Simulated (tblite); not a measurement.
bromine (Br2), singlet, at a GFN2-xTB geometry; GFN1-xTB (tblite).

Input for tblite:
```
$ tblite run mol.xyz --method gfn1 --charge 0 --spin 0 --json tblite.json --no-restart

# file mol.xyz
2

Br    -0.00000000    -0.00000000    -1.14062493
Br     0.00000000     0.00000000     1.14062493
```

It wrote (shortened):

```
xTB calculator
 | screened Coulomb repulsion
 | Coulomb electrostatics
 |  * isotropic Klopman-Ohno-Mataga-Nishimoto electrostatics
 |  * onsite third-order electrostatics
 | DFT-D3(BJ) dispersion correction

halogen bonding energy    0.0000000000000E+00 Eh
repulsion energy          9.3178663303199E-03 Eh
dispersion energy        -4.2166770596723E-04 Eh
number of electrons       1.4000000000000E+01 e
integral cutoff           1.9756696134657E+01 bohr

------------------------------------------------------------
  cycle        total energy    energy error   density error
------------------------------------------------------------
      1     -7.754831448418  -7.7637276E+00   6.0376008E-02
      2     -7.754831448432  -1.3767654E-11   3.6224981E-02
      3     -7.754831448439  -7.7005069E-12   2.4823747E-06
------------------------------------------------------------

electronic energy        -7.7637276470637E+00 Eh
total energy             -7.7548314484393E+00 Eh

Post processing:
 | Mayer-Wiberg bond orders

[Info] JSON dump of results written to 'tblite.json'
```
